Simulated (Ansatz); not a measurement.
Cost and result for the atomization energy of C3H5AlF2, SMILES `[F][Al]([F])[CH]1CC1` (11 atoms, 11 bonds).

Z-matrix (Å, degrees):
```
C
C 1 1.521
Al 1 1.906 2 120.4
C 1 1.521 2 58.3 3 109.2
H 1 1.086 2 113.9 3 -146.5
H 2 1.084 1 118.7 3 -1.2
H 2 1.083 1 116.8 3 141.9
F 3 1.643 1 123.5 2 -146.0
F 3 1.646 1 119.6 2 34.0
H 4 1.084 1 118.7 2 -108.1
H 4 1.083 1 116.8 2 108.9
```

Charge 0, multiplicity 1. The structure was optimised at the PBE0-D4/def2-TZVP level. It is one conformer, not always the lowest. Program: Ansatz. All runs use 4 threads of an Arm Neoverse V2 on a shared host. Times are those of one run each, without the atoms' runs, and a repeat can differ threefold. Electronic energies, without spin–orbit coupling; frozen cores. CCSD(T)/CBS adds CCSD(T) − MP2 in def2-TZVPP to the MP2 limit, and its time is that of the two runs behind it. T1 = 0.011. B3LYP takes the VWN-RPA correlation (the form of Gaussian; ORCA's B3LYP/G).

CCSD(T)/CBS is a level of theory with its own doubt, some kJ/mol a heavy atom from the limit and from the frozen cores, so smaller differences don't rank the functionals.

| level | functions | wall time | atomization (kJ/mol) | difference from CCSD(T)/CBS | per bond |
| --- | --- | --- | --- | --- | --- |
| PBE-D4/def2-TZVPP (with forces) | 267 | 2.4 s | 4690.7 | 84.5 | 7.7 |
| PBE0-D4/def2-TZVPP | 267 | 2.9 s | 4608.2 | 2.0 | 0.2 |
| r2SCAN-D4/def2-TZVPP (with forces) | 267 | 4.6 s | 4618.9 | 12.7 | 1.2 |
| B3LYP-D4/def2-TZVPP (with forces) | 267 | 4.6 s | 4575.2 | -31.0 | -2.8 |
| B2PLYP/def2-TZVPP | 267 | 5.5 s | 4555.2 | -51.0 | -4.6 |
| ωB97X-V/def2-TZVPP | 267 | 8 s | 4604.0 | -2.2 | -0.2 |
| ωB97M-V/def2-TZVPP (with forces) | 267 | 12 s | 4606.1 | -0.1 | 0.0 |
| MP2/def2-QZVPP | 505 | 21 s | 4692.8 | 86.6 | 7.9 |
| CCSD(T)/def2-TZVPP | 267 | 3.5 min | 4492.0 | -114.2 | -10.4 |
| CCSD(T)/CBS(def2) | – | 3.9 min | 4606.2 | 0.0 | 0.0 |

In def2-TZVPP, CCSD(T) changes the Hartree–Fock value by +1044.6 kJ/mol (the triples alone add +66.3 kJ/mol) and MP2 by +1176.3 kJ/mol; breaking electron pairs costs correlation energy, which Hartree–Fock lacks. The D4 term adds +33.1 kJ/mol with B3LYP and +17.3 kJ/mol with PBE0; it sums over pairs of atoms, weighted by their polarisabilities, and B3LYP, whose exchange is more repulsive, gets the larger term. From PBE to PBE0 (25 % exact exchange), in def2-TZVPP and without D4, the atomization energy moves by −79.2 kJ/mol: exact exchange takes away binding that semilocal exchange gives to molecules.
